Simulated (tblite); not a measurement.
Input of a run (GFN2-xTB geometry optimisation, gas phase (tblite 0.8.0)), started from a force field or distance geometry:
```
{"job": {"kind": "relax", "xc": "GFN2-xTB", "basis": "xTB"}, "charge": 0, "multiplicity": 2}
C      3.006400     1.016200     0.028400
C      1.827500     0.454500    -0.044200
C      0.568400    -0.159700    -0.096800
C      0.133700    -1.418900    -0.399600
N     -1.238700    -1.486400    -0.304600
C     -1.586000    -0.251600     0.019500
C     -2.928700     0.214900     0.227000
O     -3.265900     1.356400     0.545500
O     -0.523400     0.612200     0.169600
H      3.078100     2.067400     0.292200
H      3.899000     0.455800    -0.175500
H      0.726600    -2.293700    -0.647700
H     -3.701300    -0.566500     0.096800
```

Output (eV, eV/Å):
```
step      E/eV     max force
  0    -701.56865    2.208
  1    -701.67235    2.370
  2    -701.71533    0.617
  3    -701.72554    0.225
  4    -701.73094    0.206
  5    -701.73663    0.206
  6    -701.73868    0.139
  7    -701.74052    0.122
  8    -701.74207    0.116
  9    -701.74381    0.128
 10    -701.74550    0.156
 11    -701.74755    0.158
 12    -701.75051    0.188
 13    -701.75525    0.232
 14    -701.76001    0.208
 15    -701.76431    0.185
 16    -701.76801    0.162
 17    -701.77232    0.204
 18    -701.77848    0.263
 19    -701.78869    0.322
 20    -701.80408    0.462
 21    -701.82248    0.904
 22    -701.85271    0.749
 23    -701.89441    0.832
 24    -701.92420    0.881
 25    -701.95837    0.711
 26    -702.03634    0.622
 27    -702.12858    1.048
 28    -702.22084    1.049
 29    -702.28145    0.980
 30    -702.32949    1.682
 31    -702.36780    0.513
 32    -702.38324    0.538
 33    -702.40953    0.485
 34    -702.43287    0.413
 35    -702.44765    0.353
 36    -702.45882    0.292
 37    -702.46660    0.237
 38    -702.47333    0.315
 39    -702.48077    0.340
 40    -702.48817    0.209
 41    -702.49082    0.134
 42    -702.49485    0.184
 43    -702.50107    0.277
 44    -702.51154    0.400
 45    -702.52326    0.426
 46    -702.53400    0.254
 47    -702.54311    0.211
 48    -702.54860    0.248
 49    -702.55388    0.197
 50    -702.55715    0.130
 51    -702.56007    0.110
 52    -702.56236    0.165
 53    -702.56584    0.174
 54    -702.56787    0.119
 55    -702.56899    0.087
 56    -702.56956    0.083
 57    -702.57024    0.082
 58    -702.57094    0.096
 59    -702.57159    0.069
 60    -702.57206    0.074
 61    -702.57233    0.042
 62    -702.57249    0.028
 63    -702.57261    0.036
 64    -702.57273    0.041
 65    -702.57290    0.039
 66    -702.57309    0.032
 67    -702.57328    0.030
 68    -702.57340    0.037
 69    -702.57349    0.036
 70    -702.57358    0.028
 71    -702.57369    0.026
 72    -702.57380    0.027
 73    -702.57390    0.028
 74    -702.57397    0.023
 75    -702.57404    0.020
 76    -702.57411    0.020
 77    -702.57418    0.021
 78    -702.57425    0.020
 79    -702.57430    0.015
 80    -702.57435    0.014
 81    -702.57437    0.014
 82    -702.57439    0.010
 83    -702.57440    0.006
```

Problem. Summarise the run.

Solution. The energy falls by 1.006 eV over 83 L-BFGS steps, the largest force on an atom goes from 2.21 to 0.006 eV/Å, and the atoms move by 0.508 Å rms after alignment. Among the bonds, C2–C3 and C3–C4 change most and about equally (-0.067 to +0.067 Å). Bonds longer at the end by more than 0.005 Å: 3 of 13; shorter: 6. Among the angles that change most is C2–C3–O9, from 117.6° to 124.0°. The energy never rose by more than 1e-5 eV on the way. The first step brought 10 % of the lowering.

Problem. What are the final bond lengths?

Solution. C1=C2 1.286 Å, C2–C3 1.335 Å, C3–C4 1.433 Å, C4–N5 1.316 Å, N5–C6 1.327 Å, C6–C7 1.442 Å, C7=O8 1.211 Å, C6–O9 1.356 Å, C3–O9 1.365 Å, C1–H10 1.082 Å, C1–H11 1.081 Å, C4–H12 1.070 Å, C7–H13 1.104 Å. Numbering counts from 1 in the input's order; the species is `c1(oc(cn1)[C]=C)C=O` [radical].

Hardware: one thread, Arm Neoverse V2 (aarch64), shared host with 96 logical CPUs at a one-minute load of 45. Cost: 0.37 s.

Its GFN2-xTB frequencies are all real (lowest 103 cm⁻¹).

Conformer computed: `[CH2:1]=[C:2][c:3]1[cH:4][n:5][c:6]([CH:7]=[O:8])[o:9]1`: N5–C6–C7–O8 180°.

One conformer stands for the species.
